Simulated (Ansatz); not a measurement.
`C[N]([GeH3])[InH2]` + H₂S → `[SH][InH2]` + `C[NH][GeH3]` at 500 K and 1 bar (ligand exchange at the In–N bond).

Calculated with Ansatz (gas phase, PBE0-D4/def2-TZVP geometries, no zero-point term in ΔE). CCSD(T)/CBS adds triple-zeta CCSD(T) − MP2 to the extrapolated MP2 energy (def2 sets, frozen cores). This one scheme is used for every species. def2 core potentials past Kr. For Ge, In outer-core shells are correlated without core-valence functions, which leaves a few kJ/mol of doubt a bond. Scalar relativity is left out up to krypton.

| species | CCSD(T)/CBS energy (Eh) | H − E (kJ/mol) | S (J/(mol·K)) |
| --- | --- | --- | --- |
| `C[N]([GeH3])[InH2]` | -2363.46641 | 260.2 | 456.6 |
| H₂S | -398.97279 | 57.0 | 224.0 |
| `[SH][InH2]` | -589.39884 | 84.2 | 327.8 |
| `C[NH][GeH3]` | -2173.06430 | 241.1 | 362.9 |

H − E and S are ideal-gas, rigid-rotor, harmonic terms from PBE0-D4/def2-TZVP, for one conformer and one mirror image of each species. 1 Eh = 2625.50 kJ/mol, R = 8.31446 J/(mol·K).

**Question.** By hand: ΔE, ΔH, ΔS and ΔG.

**Answer.** ΔE = (-589.39884) + (-2173.06430) − (-2363.46641) − (-398.97279) = -0.02394 Eh = -62.9 kJ/mol. Δ(H − E) = 84.2 + 241.1 − 260.2 − 57.0 = 8.1, so ΔH = -54.8 kJ/mol. ΔS = 327.8 + 362.9 − 456.6 − 224.0 = 10.1 J/(mol·K). ΔG = -54.8 − 500 × (10.1)/1000 = -59.8 kJ/mol.

**Question.** By hand: the equilibrium constant, and the temperature at which ΔG would vanish if ΔH and ΔS stayed fixed.

**Answer.** log₁₀ K = −ΔG/(RT ln 10) = 6.2. ΔH and −TΔS have one sign here, so there is no such temperature.

The number of gas molecules stays the same, so ΔS is small and ΔH decides. A doubt of 5 kJ/mol in ΔE shifts log₁₀ K by 0.5 here. Other conformers and mirror images would add mixing entropy, several J/(mol·K) or more a flexible species. These are equilibria of isolated gas molecules and say nothing of rates. Largest T1 diagnostic: 0.015 (customary marks: 0.02 for closed shells, 0.045 for open ones).

ΔS is within the doubt of such terms, so its sign, and with it that verdict, could turn.
